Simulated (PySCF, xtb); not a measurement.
Si(H)(F)(Br)(vinyl) (C2H4BrFSi), SMILES F[SiH](C=C)Br.

xtb with GFN2-xTB at its own geometry gives an orbital gap of 4.33 eV and a dipole moment of 5.23 D.

Geometry optimised at B3LYP-D3(BJ)/def2-SVP. The structure was generated by enumeration, and PubChem lists no compound with its InChIKey, so it may never have been made. One conformer was computed; it need not be the lowest.

Problem. What does PBE/def2-TZVP run with PySCF give? (An estimate is asked for; the answer gives what the named calculation found.)

Solution. gap 5.03 eV (levels -7.16 and -2.13 eV), dipole 2.07 D.
